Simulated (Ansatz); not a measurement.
Isolated molecules relaxed with PBE0-D4/def2-TZVP in Ansatz; ΔE leaves out vibrations. CBS: MP2 limit from def2 TZ/QZ plus the TZ coupled-cluster correction, frozen cores. This one scheme is used for every species. Functionals use def2-TZVPP. B3LYP here is the variant with VWN-RPA as its local correlation; programs differ in this. Each species was taken in one conformer, which may not be the lowest.

Reaction (hydrogenolysis of a C–S bond): `[AlH2][CH2]OCS` + H₂ → `CO[CH2][AlH2]` + H₂S

| level | ΔE (kJ/mol) | difference from CCSD(T)/CBS |
| --- | --- | --- |
| PBE-D4 | -44.5 | 9.0 |
| PBE0-D4 | -52.1 | 1.4 |
| B3LYP-D4 | -53.2 | 0.3 |
| ωB97X-V | -55.0 | -1.5 |
| ωB97M-V | -54.5 | -1.0 |
| B2PLYP | -58.9 | -5.4 |
| PBE | -51.0 | 2.5 |
| PBE0 | -57.7 | -4.2 |
| B3LYP | -63.6 | -10.1 |
| HF/def2-TZVPP | -82.2 | -28.7 |
| MP2/def2-TZVPP | -50.4 | 3.1 |
| SCS-MP2/def2-TZVPP | -56.5 | -3.0 |
| CCSD/def2-TZVPP | -63.7 | -10.2 |
| MP2/def2-QZVPP | -48.7 | 4.8 |
| SCS-MP2/def2-QZVPP | -55.0 | -1.5 |
| HF/CBS(def2) | -82.7 | -29.2 |
| CCSD(T)/CBS | -53.5 | 0 |

Largest T1 diagnostic among the species: 0.012.

In def2-TZVPP, CCSD(T) changes the Hartree–Fock value by +25.5 kJ/mol (the triples alone add +7.0 kJ/mol) and MP2 by +31.9 kJ/mol. From PBE to PBE0 (25 % exact exchange), in def2-TZVPP and without D4, ΔE moves by −6.8 kJ/mol. The D4 term adds +10.4 kJ/mol with B3LYP and +5.6 kJ/mol with PBE0; it sums over pairs of atoms, weighted by their polarisabilities, and B3LYP, whose exchange is more repulsive, gets the larger term.
